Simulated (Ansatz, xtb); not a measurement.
F2PSi−: where a starting geometry ends

The starting geometry of this gas-phase singlet has its atoms placed at random.

| atom | x (Å) | y (Å) | z (Å) |
| --- | --- | --- | --- |
| F | -0.8557 | 0.5867 | -1.4508 |
| F | -0.9943 | -0.3918 | -1.1523 |
| P | 0.2182 | 0.4845 | 1.8503 |
| Si | -0.8439 | -1.1974 | 0.9902 |

Question: Guess where an optimisation with r2SCAN-D4/def2-SVPD ends from this start.

Answer: It ends as `F[Si](F)=[P-]`. Contacts that open: F1–F2 (1.03 → 2.43 Å). Contacts that close: F1–Si4 (3.02 → 1.68 Å), F2–Si4 (2.29 → 1.68 Å).

The energy falls by 15.24 eV over 21 steps:

| step | E − E(last) (eV) |
| --- | --- |
| 1 | 15.236 |
| 3 | 8.017 |
| 5 | 6.353 |
| 8 | 4.441 |
| 10 | 4.036 |
| 12 | 3.612 |
| 14 | 2.561 |
| 17 | 0.140 |
| 19 | 0.000 |
| 21 | 0.000 |

Final geometry (Å):

```xyz
4

F    -0.6803    0.8159   -1.2600
F    -1.3047   -1.4437   -0.6050
P     0.1015    0.2261    1.9721
Si   -0.5921   -0.1164    0.1303
```

From the same start GFN2-xTB reaches the same bonding as this run.

From so rough a start the end depends on the optimiser's path, so another program may land elsewhere. The end wasn't checked by frequencies. Run with Ansatz 0.2.0, 29 s on 1 thread of Intel(R) Xeon(R) 6975P-C (Granite Rapids) (shared host).
